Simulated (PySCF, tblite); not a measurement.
Species: C5H12Si.
Cartesian coordinates in Å at the GFN2-xTB level; atoms count from 1:
```xyz
18
C5H12Si angstrom
C      2.2497   -0.7056   -0.0138
C      1.1665    0.2237   -0.5329
C     -0.0474   -0.4991   -1.1582
Si    -1.2536    0.6421   -0.2123
C     -2.5753   -0.1664    0.8803
C      0.4468    1.0373    0.5657
H      3.0484   -0.1366    0.4594
H      2.6784   -1.2872   -0.8283
H      1.8374   -1.3953    0.7208
H      1.6030    0.9061   -1.2660
H     -0.0539   -0.4827   -2.2450
H     -0.0881   -1.5424   -0.8489
H     -1.8303    1.7304   -1.0139
H     -3.0148    0.5615    1.5545
H     -2.1670   -0.9736    1.4807
H     -3.3763   -0.5758    0.2734
H      0.7678    2.0743    0.6236
H      0.5999    0.5956    1.5492
```

Computed, not measured: PBE0/pcSseg-1 in PySCF (dipole) on a GFN2-xTB geometry, gas phase.

Take the most abundant isotopes and a rigid rotor. The values belong to one conformer with, in the numbering `[CH3:1][C@H:2]1[CH2:3][Si@@H:4]([CH3:5])[CH2:6]1`, C1–C2–C3–Si4 135°, C2–C3–Si4–C5 -125°, C3–Si4–C6–C2 10°, C1–C2–C6–Si4 -135°.

(1) What are A, B and C (MHz)?

(2) Classify the top.

(3) What does the inertial defect say?

(4) Predict some low-J microwave lines.

(5) Estimate the classical rotational partition function at 100 K, 200 K and 298.15 K.

## Answers

(1) Ia = 89.64, Ib = 300.25, Ic = 310.21 u·Å²; 505379 MHz·u·Å²/I gives A = 5638, B = 1683, C = 1629 MHz.

(2) A near-prolate asymmetric top; Ray's κ = -0.973.

(3) Not planar: Δ = Ic − Ia − Ib = -79.68 u·Å². For a rigid frame Δ = −2 Σ m c², so Σ m c² = 39.84 u·Å² lies off the ab plane: 16.51 from hydrogen and 23.34 from heavier atoms. The atom farthest from that plane is 1.88 Å away.

(4) The dipole components are |μa| = 0.28 D, |μb| = 0.00 D, |μc| = 0.35 D; the mirror of this Cs structure is the ac plane, so μb vanishes by symmetry and there are no b-type lines. The squared components, which scale the intensities, stand as 0.63 : 1.00 (a : c). Some lines, for components of 0.1 D or more:

| type | branch | J(Ka,Kc) | MHz | lower level (cm⁻¹) |
| --- | --- | --- | --- | --- |
| a | Q | 4(1,3) ← 4(1,4) | 540 | 1.229 |
| a | R | 1(0,1) ← 0(0,0) | 3312 | 0.000 |
| c | Q | 4(1,4) ← 4(0,4) | 3718 | 1.105 |
| c | Q | 3(1,3) ← 3(0,3) | 3822 | 0.663 |
| c | Q | 2(1,2) ← 2(0,2) | 3901 | 0.331 |
| a | R | 2(1,2) ← 1(1,1) | 6571 | 0.242 |
| a | R | 2(1,1) ← 1(1,0) | 6679 | 0.244 |
| c | R | 1(1,0) ← 0(0,0) | 7321 | 0.000 |
| a | R | 3(0,3) ← 2(0,2) | 9935 | 0.331 |
| a | R | 3(2,2) ← 2(2,1) | 9937 | 0.863 |
| a | R | 3(2,1) ← 2(2,0) | 9939 | 0.863 |
| a | R | 3(1,2) ← 2(1,1) | 10018 | 0.467 |
| c | R | 2(1,1) ← 1(0,1) | 10687 | 0.110 |
| c | Q | 4(2,3) ← 4(1,3) | 11676 | 1.247 |
| c | Q | 2(2,1) ← 2(1,1) | 11864 | 0.467 |
| a | R | 4(1,4) ← 3(1,3) | 13140 | 0.790 |
| a | R | 4(0,4) ← 3(0,3) | 13244 | 0.663 |
| a | R | 4(2,3) ← 3(2,2) | 13249 | 1.194 |
| c | R | 4(1,3) ← 3(0,3) | 17503 | 0.663 |
| c | R | 2(2,0) ← 1(1,0) | 18543 | 0.244 |
| c | R | 2(2,1) ← 1(1,1) | 18597 | 0.242 |
| c | R | 3(2,2) ← 2(1,2) | 21963 | 0.462 |
| c | R | 4(2,2) ← 3(1,2) | 25041 | 0.801 |
| c | R | 3(3,0) ← 2(2,0) | 29845 | 0.863 |
| c | R | 3(3,1) ← 2(2,1) | 29846 | 0.863 |
| c | R | 4(3,2) ← 3(2,2) | 33159 | 1.194 |
| c | R | 4(4,0) ← 3(3,0) | 41121 | 1.858 |
| c | R | 4(4,1) ← 3(3,1) | 41121 | 1.858 |

(5) Point group Cs, symmetry number σ = 1; q = (√π/σ)·√((kT/h)³/(ABC)), k/h = 20836.6 MHz/K: 42900 at 100 K, 121000 at 200 K, 221000 at 298.15 K.

Its GFN2-xTB frequencies are all real (lowest 49 cm⁻¹). Constants of a rigid frame at the computed geometry: no zero-point averaging, no centrifugal distortion. A rigid rotor knows nothing of internal rotation, which can split or shift real lines.
